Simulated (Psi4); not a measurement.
A dimer, HCl ··· Na+ (SMILES Cl and [Na+]) (charge +1); the first 2 atoms form monomer A.

```
3

Cl     0.6410     0.0000     0.0000
H     -0.6410     0.0000     0.0000
Na     2.9574     0.8872     0.0088
```

Q: What interaction energy does SAPT0/jun-cc-pVDZ, all electrons correlated (Psi4) give, and which attractive term is the largest?

A: Total -12.48 kJ/mol: electrostatics -11.96, exchange 28.57, induction -28.70, dispersion -0.40. The most attractive term is induction.
